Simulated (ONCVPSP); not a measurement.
## An all-electron radial function and its pseudo partner (O (Z = 8))

Columns: radius, all-electron u(r) and pseudo u(r) of the 2p shell (level -9.14 eV) of oxygen in the configuration [He] 2s1.75 2p4.25; PBE, scalar-relativistic, ONCV scheme, ONCVPSP 4.0.1.

```csv
r (bohr),all-electron,pseudo
0.068,0.0540,0.0237
0.135,0.1660,0.0901
0.202,0.2945,0.1907
0.270,0.4205,0.3151
0.338,0.5320,0.4475
0.405,0.6240,0.5721
0.473,0.6993,0.6819
0.540,0.7563,0.7668
0.608,0.7983,0.8272
0.675,0.8256,0.8624
0.742,0.8411,0.8773
0.810,0.8466,0.8768
0.878,0.8438,0.8656
0.945,0.8345,0.8483
1.013,0.8199,0.8273
1.080,0.8016,0.8048
1.148,0.7799,0.7810
1.215,0.7565,0.7567
1.283,0.7312,0.7312
1.350,0.7052,0.7052
1.418,0.6784,0.6784
1.485,0.6517,0.6517
1.553,0.6247,0.6247
1.620,0.5984,0.5984
1.688,0.5722,0.5721
1.755,0.5469,0.5468
```

How many radial nodes do the two functions have?

The all-electron 2p function has n − l − 1 = 0; the pseudo-wave has 0.

At about which radius was the pseudo-wave matched?

1.35 bohr. The columns agree to 0.0005 from 1.22 bohr on; several derivatives are matched, so the curves merge somewhat inside the radius.

Where does each function peak?

Outermost all-electron maximum near 0.81 bohr, pseudo maximum near 0.74 bohr (to the table’s step).

Is the pseudo-wave norm-conserving?

Yes: the ONCV scheme keeps the norm inside the radius equal to the all-electron one, which fixes the energy derivative of the logarithmic derivative at the level.
